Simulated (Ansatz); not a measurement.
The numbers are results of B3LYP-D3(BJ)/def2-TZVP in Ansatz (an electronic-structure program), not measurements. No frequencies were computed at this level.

Ansatz 0.2 input:
```yaml
crystal:
  periodic: [false, false, false]
  atoms:
    - { symbol: C, position_ang: [-0.969748, -0.035766, -0.069095] }
    - { symbol: N, position_ang: [0.169682, -0.430988, -0.424557] }
    - { symbol: C, position_ang: [1.343002, -0.010142, -0.040141] }
    - { symbol: N, position_ang: [2.442924, 0.238873, 0.188478] }
    - { symbol: H, position_ang: [-1.828184, -0.522608, -0.51283] }
    - { symbol: H, position_ang: [-1.157677, 0.76063, 0.652351] }
basis:
  gaussian: { orbitals: def2-tzvp }
hamiltonian:
  xc: b3lyp
  dispersion: d3bj
relax:
  max_steps: 150
```

Output:

```
Functional definition: B3LYP
758 factors; their error is unknown
mean field evaluation 1: about -5080.3196 eV, gradient 5.7e1 eV
mean field evaluation 2: about -5070.7661 eV, gradient 8.2e1 eV
mean field evaluation 4: about -5086.6773 eV, gradient 6.0e0 eV
mean field evaluation 8: about -5086.7484 eV, gradient 2.7e-2 eV
mean field evaluation 16: about -5086.7527 eV, gradient 2.1e-5 eV
mean field -5086.75266521 eV, -186.9347125219 hartree, gradient 2.1e-5 eV, S^2 0.000000; 0 other end points of the search recorded, 0 dependent functions left out
reference -5086.75286902 eV, -186.9347200114 hartree; 14, 14 occupied and 122, 122 virtual orbitals, 758 factors
relax step   1: F+E_penalty+E_count = -5086.91442113 eV  Δ(F+E_penalty+E_count) = +0.000e0 eV  max|allowed force component| = 8.970e-1 eV/Å  Δτ_max = 0.0000 Å  (29 SCF iters, accepted)
these checks for a lower state are left out or cut short: starts, cluster_reference, orbital_swaps, neighbouring_geometries, increment
758 factors; their error is unknown
mean field -5086.78101869 eV, -186.9357544929 hartree, gradient 1.6e-5 eV, S^2 0.000000; 0 other end points of the search recorded, 0 dependent functions left out
reference -5086.78122231 eV, -186.9357619757 hartree; 14, 14 occupied and 122, 122 virtual orbitals, 758 factors
relax step   2: F+E_penalty+E_count = -5086.94263726 eV  Δ(F+E_penalty+E_count) = -2.822e-2 eV  max|allowed force component| = 5.155e-1 eV/Å  Δτ_max = 0.0229 Å  (34 SCF iters, accepted)
these checks for a lower state are left out or cut short: starts, cluster_reference, orbital_swaps, neighbouring_geometries, increment
758 factors; their error is unknown
mean field -5086.80411596 eV, -186.9366033017 hartree, gradient 2.4e-5 eV, S^2 0.000000; 0 other end points of the search recorded, 0 dependent functions left out
reference -5086.80431868 eV, -186.9366107518 hartree; 14, 14 occupied and 122, 122 virtual orbitals, 758 factors
relax step   3: F+E_penalty+E_count = -5086.96638188 eV  Δ(F+E_penalty+E_count) = -2.374e-2 eV  max|allowed force component| = 5.803e-1 eV/Å  Δτ_max = 0.0594 Å  (33 SCF iters, accepted)
these checks for a lower state are left out or cut short: starts, cluster_reference, orbital_swaps, neighbouring_geometries, increment
758 factors; their error is unknown
mean field evaluation 32: about -5086.7800 eV, gradient 3.5e0 eV
mean field -5086.81112241 eV, -186.9368607842 hartree, gradient 1.8e-5 eV, S^2 0.000000; 0 other end points of the search recorded, 0 dependent functions left out
reference -5086.81132438 eV, -186.9368682063 hartree; 14, 14 occupied and 122, 122 virtual orbitals, 758 factors
relax step   4: F+E_penalty+E_count = -5086.97434011 eV  Δ(F+E_penalty+E_count) = -7.958e-3 eV  max|allowed force component| = 4.632e-1 eV/Å  Δτ_max = 0.0374 Å  (33 SCF iters, accepted)
these checks for a lower state are left out or cut short: starts, cluster_reference, orbital_swaps, neighbouring_geometries, increment
758 factors; their error is unknown
mean field -5086.81004690 eV, -186.9368212599 hartree, gradient 1.8e-5 eV, S^2 0.000000; 0 other end points of the search recorded, 0 dependent functions left out
reference -5086.81024853 eV, -186.9368286697 hartree; 14, 14 occupied and 122, 122 virtual orbitals, 758 factors
relax step   5: F+E_penalty+E_count = -5086.97367844 eV  Δ(F+E_penalty+E_count) = +6.617e-4 eV  max|allowed force component| = 2.060e-1 eV/Å  Δτ_max = 0.0214 Å  (33 SCF iters, rejected (line search))
these checks for a lower state are left out or cut short: starts, cluster_reference, orbital_swaps, neighbouring_geometries, increment
758 factors; their error is unknown
mean field -5086.81282462 eV, -186.9369233390 hartree, gradient 1.7e-5 eV, S^2 0.000000; 0 other end points of the search recorded, 0 dependent functions left out
reference -5086.81302644 eV, -186.9369307561 hartree; 14, 14 occupied and 122, 122 virtual orbitals, 758 factors
relax step   6: F+E_penalty+E_count = -5086.97621776 eV  Δ(F+E_penalty+E_count) = -1.878e-3 eV  max|allowed force component| = 4.718e-2 eV/Å  Δτ_max = 0.0107 Å  (34 SCF iters, accepted)
these checks for a lower state are left out or cut short: starts, cluster_reference, orbital_swaps, neighbouring_geometries, increment
758 factors; their error is unknown
mean field -5086.81308125 eV, -186.9369327702 hartree, gradient 1.7e-5 eV, S^2 0.000000; 0 other end points of the search recorded, 0 dependent functions left out
reference -5086.81328314 eV, -186.9369401894 hartree; 14, 14 occupied and 122, 122 virtual orbitals, 758 factors
relax step   7: F+E_penalty+E_count = -5086.97656722 eV  Δ(F+E_penalty+E_count) = -3.495e-4 eV  max|allowed force component| = 3.169e-2 eV/Å  Δτ_max = 0.0076 Å  (34 SCF iters, accepted)
these checks for a lower state are left out or cut short: starts, cluster_reference, orbital_swaps, neighbouring_geometries, increment
758 factors; their error is unknown
mean field evaluation 64: about -5086.8131 eV, gradient 6.0e-3 eV
mean field -5086.81306822 eV, -186.9369322914 hartree, gradient 1.7e-5 eV, S^2 0.000000; 0 other end points of the search recorded, 0 dependent functions left out
reference -5086.81327001 eV, -186.9369397071 hartree; 14, 14 occupied and 122, 122 virtual orbitals, 758 factors
relax step   8: F+E_penalty+E_count = -5086.97669422 eV  Δ(F+E_penalty+E_count) = -1.270e-4 eV  max|allowed force component| = 1.095e-2 eV/Å  Δτ_max = 0.0071 Å  (35 SCF iters, accepted)
these checks for a lower state are left out or cut short: starts, cluster_reference, orbital_swaps, neighbouring_geometries, increment
758 factors; their error is unknown
mean field -5086.81306815 eV, -186.9369322888 hartree, gradient 1.7e-5 eV, S^2 0.000000; 0 other end points of the search recorded, 0 dependent functions left out
reference -5086.81326994 eV, -186.9369397045 hartree; 14, 14 occupied and 122, 122 virtual orbitals, 758 factors
relax step   9: F+E_penalty+E_count = -5086.97669552 eV  Δ(F+E_penalty+E_count) = -1.299e-6 eV  max|allowed force component| = 5.755e-4 eV/Å  Δτ_max = 0.0002 Å  (35 SCF iters, accepted)
758 factors; their error is unknown
mean field evaluation 96: about -5086.8131 eV, gradient 8.0e-5 eV
mean field -5086.81306815 eV, -186.9369322888 hartree, gradient 1.7e-5 eV, S^2 0.000000; 1 other end points of the search recorded, 0 dependent functions left out
reference -5086.81326994 eV, -186.9369397045 hartree; 14, 14 occupied and 122, 122 virtual orbitals, 758 factors
Total energy: -5086.97689731 eV, -186.9429528995 hartree
Atom 0 at    -0.950683    -0.050639    -0.082627 Å, force     0.000050    -0.000247    -0.000045 eV/Å
Atom 1 at     0.155643    -0.516819    -0.502541 Å, force    -0.000576     0.000494     0.000090 eV/Å
Atom 2 at     1.316546    -0.027784    -0.056250 Å, force    -0.000121    -0.000387     0.000373 eV/Å
Atom 3 at     2.372050     0.320944     0.262775 Å, force     0.000216     0.000229    -0.000188 eV/Å
Atom 4 at    -1.866503    -0.481079    -0.475127 Å, force    -0.000129    -0.000494    -0.000518 eV/Å
Atom 5 at    -1.027054     0.755376     0.647976 Å, force     0.000559     0.000406     0.000288 eV/Å
Dipole moment:    -0.940502     0.029048     0.023924 e Å
```

Cost: about 20 core-seconds (a rough figure).
